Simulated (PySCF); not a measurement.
The second ionisation energy along group 6

Calculated with PySCF 2.14 from differences of total energies of unrestricted determinants, without spin-orbit coupling. Values in eV. The last column holds reference values (NIST; (s) semi-empirical, (t) theoretical, else measured). Unmarked ones compare directly (S terms, centres of terms, or small fine structure); those marked * lie between the lowest fine-structure levels and include a spin-orbit shift.

| element | configurations | UHF | PBE0 | r2SCAN | MP2 (valence) | SCS-MP2 (valence) | CCSD(T) (valence) | reference |
| --- | --- | --- | --- | --- | --- | --- | --- | --- |
| Cr (aug-cc-pVDZ, non-relativistic) | [Ar] 3d5 → [Ar] 3d4 | 15.186 | 16.906 | 16.958 | 16.111 | 15.494 | 16.160 | 16.486 * |
| Mo (aug-cc-pVDZ-PP with ECP28MDF, ECP) | [Kr] 4d5 → [Kr] 4d4 | 15.140 | 16.308 | 16.333 | 15.717 | 15.332 | 15.793 | 16.16 ± 0.12 (s) * |
| W (aug-cc-pVDZ-PP with ECP60MDF, ECP) | [Xe] 4f14 5d4 6s1 → [Xe] 4f14 5d4 | 14.979 | 16.044 | 16.321 | 15.422 | 15.127 | 15.508 | 16.37 ± 0.15 (s) * |

"Valence" correlates the outer s and p shells and, in groups 3 to 12 and the f block, the outer d or f shell, open or full, or the next shell where the ion has no valence electron left; the wider scheme adds the next inner shell.
